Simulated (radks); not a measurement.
Removal energies from the caesium ion Cs3+, [Kr] 4d10 5s2 5p4, by Delta-SCF beside the eigenvalue of the level emptied. Calculated with a radial shooting solver on a logarithmic mesh with Libxc functionals: scalar-relativistic Kohn-Sham, r2SCAN, spin-polarised, spherical densities, finite nucleus; meta-GGA in the generalised Kohn-Sham scheme; Fermi nuclear charge, rms radius of each element as measured or else 0.836 A^(1/3) + 0.57 fm. Open shells are filled with parallel spins first.

| removed from | final configuration | Delta-SCF (eV) | -eigenvalue (eV) |
|---|---|---|---|
| 5p | [Kr] 4d10 5s2 5p3 | 43.421 | 38.496 |
| 5s | [Kr] 4d10 5s1 5p4 | 58.818 | 53.359 |
| 4d | [Kr] 4d9 5s2 5p4 | 115.21 | 105.05 |
| 4p | [Ar] 3d10 4s2 4p5 4d10 5s2 5p4 | 204.96 | 194.03 |
